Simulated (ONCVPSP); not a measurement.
## Before and after: ONCV potential for Co

Co, optimised norm-conserving Vanderbilt (ONCV), made with ONCVPSP 4.0.1 (PBE, scalar-relativistic). Core [Ar], reference 3d7 4s2. Waves: 4s: rc 2.25 bohr, ncon 4, nbas 8, qcut 2.9 1/bohr, 2 projectors, debl 3.5 Ha; p scattering state at 0.26 Ha: rc 2.00 bohr, ncon 4, nbas 8, qcut 4.6 1/bohr, 3 projectors, debl 0.4 Ha; 3d: rc 1.55 bohr, ncon 3, nbas 6, qcut 12.2 1/bohr, 3 projectors, debl 0.4 Ha. Local part: polynomial inside 1.00 bohr (lpopt 1, dvloc0 1 Ha). Core correction: polynomial model core, fcfact 0.65.

Change: s: rc 2.72.

Cutoffs: the cutoffs (Ha) at which the residual kinetic energy of the hardest occupied pseudo-wave falls to 1 and 0.1 mHa per electron; they do not see the model core or the augmentation charge, which bear on the density cutoff. Errors are all-electron minus pseudo energies relative to the spin-unpolarised reference configuration.

Question: How do hardness, ghosts and transferability respond?

Answer: The potential gets neither clearly harder nor softer (45 Ha and 51 Ha → 45 Ha and 51 Ha); both files keep a bound ghost (p); of the 4 tests that both files solve, the error grows in 3 and shrinks in 1 by more than 15 % and 0.3 meV (median size 85.2 → 86.3 meV).

```tsv
quantity	base	changed
cutoff, loose	45 Ha	45 Ha
cutoff, tight	51 Ha	51 Ha
loose cutoff by channel	s 4.4 Ha, d 45 Ha	s 3.5 Ha, d 45 Ha
bound ghosts	p	p
GHOST(+) flags under 300 eV	s at 39.9 eV, p at 151.7 eV	s at 46.2 eV, p at 151.7 eV
error for 3d7 4s1, meV [ΔE 9.03 eV]	-5.9	-6.9
error for 3d7 4s0, meV [ΔE 25.82 eV]	-38	-59
error for 3d6 4s0, meV [ΔE 61.69 eV]	-133	-283
error for 3d6 4s2 4p1, meV [ΔE 9.66 eV]	-149	-114
p: phases at 2.03 bohr within 0.05 rad from the reference energy up to (Ha; the scan ends near 5)	4.2	4.2
d: phases at 1.57 bohr within 0.05 rad from the reference energy up to (Ha; the scan ends near 5)	to the end of the scan	to the end of the scan
rms error of d²Exc/dni dnj with the model core, mHa	1.87	1.83
```

 A true bound ghost makes a file unfit for plane-wave use even where its test errors are small: the radial tests pick states by their node count and pass the ghost by.
